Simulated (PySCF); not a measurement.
A GIAO shielding run with PySCF 2.14.0 with density-fitted response routines (density fitting, non-relativistic, gas phase) on `C#CC/C(=C/F)S[SiH3]`, C$_{5}$H$_{7}$FSSi:

```
$ OMP_NUM_THREADS=1 python probes_run.py task.json out

{"job": {"kind": "nmr", "xc": "PBE0", "basis": "pcSseg-1"}, "charge": 0, "multiplicity": 1}
C     -3.320486    -1.312077     0.170458
C     -2.356396    -1.010861    -0.471059
C     -1.205556    -0.657639    -1.274457
C     -0.072203    -0.039931    -0.496826
C     -0.142965     0.126586     0.815585
F      0.854375     0.677213     1.551098
S      1.282699     0.403921    -1.537242
Si     2.874327     1.162619    -0.275472
H     -4.166617    -1.575614     0.731534
H     -1.512596     0.045180    -2.055764
H     -0.828428    -1.553432    -1.778493
H     -0.989068    -0.158085     1.420425
H      3.276219     0.106721     0.638222
H      3.871032     1.395412    -1.312360
H      2.431249     2.397977     0.346784
```

Hardware: 1 thread of an Arm Neoverse V2, shared host. The job also computes population analyses, field gradients.

Q: How large is the calculation?

A: 76 electrons, 185 basis functions and 1004 auxiliary functions.

Q: How long does it take, and how much memory does it need?

A: 24 s of wall time, with 14 SCF cycles and 5 response iterations; peak memory 0.89 GiB. Times on a shared host scatter by some tens of per cent.
